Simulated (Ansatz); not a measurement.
Relaxation of C$_{2}$H$_{6}$BN (10 atoms, charge 0, multiplicity 1), to a largest force component of 0.015 eV/Å in at most 40 steps.

Level of theory: RKS r2SCAN/6-31G (Ansatz).

```xyz
10
Properties=species:S:1:pos:R:3:forces:R:3
C -0.593 1.669 -0.640 -0.27 0.61 -0.36
C -0.082 0.735 0.154 0.42 -0.68 0.76
B 0.091 -0.765 -0.239 -0.07 0.68 0.17
N -0.263 -1.169 -1.515 -0.15 -0.46 -0.73
H -0.926 1.433 -1.639 -0.19 0.04 -0.44
H -0.706 2.702 -0.342 -0.04 0.30 0.04
H 0.231 1.048 1.147 0.07 0.03 0.22
H 0.513 -1.561 0.512 0.24 -0.47 0.42
H -0.180 -2.113 -1.853 0.05 -0.22 0.06
H -0.630 -0.539 -2.209 -0.07 0.18 -0.14
```

Q: Where does it end, and by what steps?

A: It converged. Limits of this set-up: no polarisation functions. After 13 steps the energy has fallen by 0.072 eV; H5 moved furthest, 0.44 Å.

```tsv
step	energy less start (eV)	largest force component (eV/Å)	accepted
0	0.0000	0.762	yes
1	-0.0509	0.322	yes
2	-0.0536	0.093	yes
3	-0.0551	0.141	yes
4	-0.0538	0.414	no
5	-0.0601	0.096	yes
6	-0.0635	0.182	yes
7	-0.0649	0.213	yes
8	-0.0678	0.097	yes
9	-0.0695	0.080	yes
10	-0.0718	0.036	yes
11	-0.0720	0.027	yes
12	-0.0720	0.019	yes
13	-0.0721	0.002	yes
```

```xyz
10
Properties=species:S:1:pos:R:3
C -0.692 1.695 -0.580
C 0.010 0.763 0.098
B 0.007 -0.760 -0.245
N -0.152 -1.199 -1.569
H -1.317 1.429 -1.435
H -0.700 2.748 -0.303
H 0.575 1.098 0.973
H 0.133 -1.595 0.610
H -0.196 -2.176 -1.821
H -0.214 -0.561 -2.352
```

Whether the end is a true minimum wasn't checked by a vibrational analysis.

The run took 110 s on 1 CPU thread of a shared host.
